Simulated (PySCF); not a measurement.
Precursor series Mo Cl-F. All species are isolated molecules in the gas phase.

These are TPSSh-D3(BJ)/def2-TZVP // TPSS-D3(BJ)/def2-SVP in PySCF values and carry that method's errors. 

```csv
species,coordination number
0 of 6 Cl replaced by F ([Mo(Cl)6]),6
1 of 6 Cl replaced by F ([Mo(Cl)5(F)]),6
2 of 6 Cl replaced by F ([Mo(Cl)4(F)2]),6
3 of 6 Cl replaced by F,6
```
